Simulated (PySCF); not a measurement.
Job for PySCF: R-M06-2X/def2-TZVPPD on C2H2 (SMILES C#C).

```python
from pyscf import gto, dft

mol = gto.M(
    atom='''
    C     0.53634921    0.04168888   -0.21938464
    C     0.05303610    0.00578378    0.87660521
    H     0.96403451    0.07326800   -1.19150030
    H    -0.37419022   -0.02476966    1.85746947
    ''',
    basis='def2-tzvppd',
    charge=0, spin=0, verbose=4, max_memory=1800)
mf = dft.RKS(mol, xc='m062x').density_fit(auxbasis='def2-universal-jkfit')
mf.grids.level = 4
mf.conv_tol = 1e-9
mf.max_cycle = 150
mf.kernel()
mf.dip_moment()
```

It printed:

```
PySCF version 2.14.0

[INPUT] verbose = 4
[INPUT] num. atoms = 4
[INPUT] num. electrons = 14
[INPUT] charge = 0
[INPUT] spin (= nelec alpha-beta = 2S) = 0
[INPUT] symmetry False subgroup None
[INPUT] Mole.unit = angstrom
[INPUT] Symbol           X                Y                Z      unit          X                Y                Z       unit  Magmom
[INPUT]  1 C      0.536349210000   0.041688880000  -0.219384640000 AA    1.013553114027   0.078780565640  -0.414576885536 Bohr   0.0
[INPUT]  2 C      0.053036100000   0.005783780000   0.876605210000 AA    0.100223703715   0.010929760165   1.656543766267 Bohr   0.0
[INPUT]  3 H      0.964034510000   0.073268000000  -1.191500300000 AA    1.821761198529   0.138456453695  -2.251609244337 Bohr   0.0
[INPUT]  4 H     -0.374190220000  -0.024769660000   1.857469470000 AA   -0.707117034291  -0.046807873599   3.510108583041 Bohr   0.0

nuclear repulsion = 24.814523915935
number of shells = 40
number of NR pGTOs = 142
number of NR cGTOs = 108
basis = def2-tzvppd
ecp = {}


******** <class 'pyscf.df.df_jk.DFRKS'> ********
method = DFRKS
initial guess = minao
damping factor = 0
level_shift factor = 0
DIIS = <class 'pyscf.scf.diis.CDIIS'>
diis_start_cycle = 1
diis_space = 8
diis_damp = 0
SCF conv_tol = 1e-09
SCF conv_tol_grad = None
SCF max_cycles = 150
direct_scf = False
XC library pyscf.dft.libxc version 7.1.2
    S. Lehtola, C. Steigemann, M. J. T. Oliveira, and M. A. L. Marques,  SoftwareX 7, 1–5 (2018)
XC functionals = m062x
    Y. Zhao and D. G. Truhlar,  Theor. Chem. Acc. 120, 215 (2008)
    Y. Zhao and D. G. Truhlar,  Theor. Chem. Acc. 120, 215 (2008)
radial grids:
    Treutler-Ahlrichs [JCP 102, 346 (1995); DOI:10.1063/1.469408] (M4) radial grids

becke partition: Becke, JCP 88, 2547 (1988); DOI:10.1063/1.454033
pruning grids: <function nwchem_prune>
grids dens level: 4
symmetrized grids: False
atomic radii adjust function: <function treutler_atomic_radii_adjust>
small_rho_cutoff = 0
Set gradient conv threshold to 3.16228e-05
Initial guess from minao.
tot grids = 88632
******** <class 'pyscf.df.df.DF'> ********
auxbasis = def2-universal-jkfit
init E= -77.457650676834

WARN: 1 small eigenvectors of overlap matrix removed because of linear dependency between AOs.


  HOMO = -0.340060740157844  LUMO = -0.00245659285559636  gap/eV = 9.18668
cycle= 1 E= -77.3076603295884  delta_E= 0.15  |g|= 0.271  |ddm|= 3.38
  HOMO = -0.313960962602798  LUMO = 0.0281600422218462  gap/eV = 9.30959
cycle= 2 E= -77.3190463993806  delta_E= -0.0114  |g|= 0.166  |ddm|= 0.622
  HOMO = -0.362937193328225  LUMO = 0.0262550893800938  gap/eV = 10.59046
cycle= 3 E= -77.3258919087455  delta_E= -0.00685  |g|= 0.0202  |ddm|= 0.262
  HOMO = -0.357635268203418  LUMO = 0.0266919594886835  gap/eV = 10.45808
cycle= 4 E= -77.3259844543984  delta_E= -9.25e-05  |g|= 0.00497  |ddm|= 0.0528
  HOMO = -0.357649843698922  LUMO = 0.0266721486995678  gap/eV = 10.45793
cycle= 5 E= -77.3259847063662  delta_E= -2.52e-07  |g|= 0.00486  |ddm|= 0.00582
  HOMO = -0.357678220009085  LUMO = 0.0266642122106991  gap/eV = 10.45849
cycle= 6 E= -77.3259904556969  delta_E= -5.75e-06  |g|= 0.00012  |ddm|= 0.00256
  HOMO = -0.357646575994345  LUMO = 0.0266638802963913  gap/eV = 10.45762
cycle= 7 E= -77.3259904602518  delta_E= -4.55e-09  |g|= 1.01e-05  |ddm|= 0.00023
  HOMO = -0.357649870819011  LUMO = 0.0266634518310071  gap/eV = 10.45770
cycle= 8 E= -77.3259904602991  delta_E= -4.73e-11  |g|= 8.2e-07  |ddm|= 6.15e-05
  HOMO = -0.35764984259795  LUMO = 0.0266634351718766  gap/eV = 10.45770
Extra cycle  E= -77.3259904602994  delta_E= -2.98e-13  |g|= 2.81e-07  |ddm|= 4.8e-06
converged SCF energy = -77.3259904602994
Dipole moment(X, Y, Z, Debye):  0.00048,  0.00105,  0.00891
```

The calculation finished and met its thresholds.

Cost: very roughly 9 core-seconds.
